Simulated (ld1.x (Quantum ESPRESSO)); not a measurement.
# Which change was made? (C, ultrasoft)

ld1.x (Quantum ESPRESSO) 7.5 input, shortened:

```
&input
   title='C', zed=6., rel=0, dft='BLYP', iswitch=3,
   config='[He] 2s2 2p1.75 3d-2'
 /
 &inputp
   pseudotype=3, tm=.true., lloc=-1, rcloc=1.10,
   nlcc=.true., new_core_ps=.true.
 /
6
2S  1  0   2.00   0.00  0.80  0.85  0.0
2S  1  0   0.00  -0.40  0.80  0.85  0.0
2P  2  1   1.75   0.00  1.75  1.90  0.0
2P  2  1   0.00   3.40  1.75  1.90  0.0
3D  3  2  -2.00  -0.10  1.60  2.00  0.0
3D  3  2  -2.00   1.85  1.60  2.00  0.0
 &test
   configts(1)='2s2 2p1.75'
 /
```

Cutoffs, loose and tight: the cutoffs (Ry, on a coarse ladder) from which the occupation-weighted sum of valence levels, in a spherical-Bessel basis at the reference potential, stays within 10 and 1 mRy of its value at 400 Ry. They do not see the model core or the augmentation charge, which bear on the density cutoff. Test errors are all-electron minus pseudo excitation energies from the reference, over the configurations 2s2 2p2; 2s2 2p1; 2s2 2p0; 2s1 2p3; 2s1 2p2; 2s0 2p4; 2s2 2p1.5; variants that change the core or the reference have their own tests.

The base gives: outcome: generated, overlap not positive; bound ghosts: s (d not tested, overlap not positive); largest test error (meV): +133.

(1) After one change the result is: outcome: generated; bound ghosts: s; largest test error (meV): +133. Which change was it?
A. reference 2s2 2p2
B. type TM semilocal; waves now 2p (bound): rc 1.90 bohr; 3d channel at -0.1 Ry: rc 2.00 bohr; 2s (bound): rc 0.85 bohr; local potential the s channel
C. waves 3d channel at -0.1 Ry: rcut 1.60, rcutus 2.28 bohr; 3d channel at 1.85 Ry: rcut 1.60, rcutus 2.28 bohr

Results:

(1) C. The others give: reference 2s2 2p2 → outcome: generated, overlap not positive; bound ghosts: s (p, d not tested, overlap not positive); largest test error (meV): +315 | type TM semilocal; waves now 2p (bound): rc 1.90 bohr; 3d channel at -0.1 Ry: rc 2.00 bohr; 2s (bound): rc 0.85 bohr; local potential the s channel → outcome: generated; cutoff, loose: 80 Ry; cutoff, tight: 180 Ry; bound ghosts: none; largest test error (meV): +199. A file whose overlap is not positive is unfit for use, and its test errors describe a broken file.
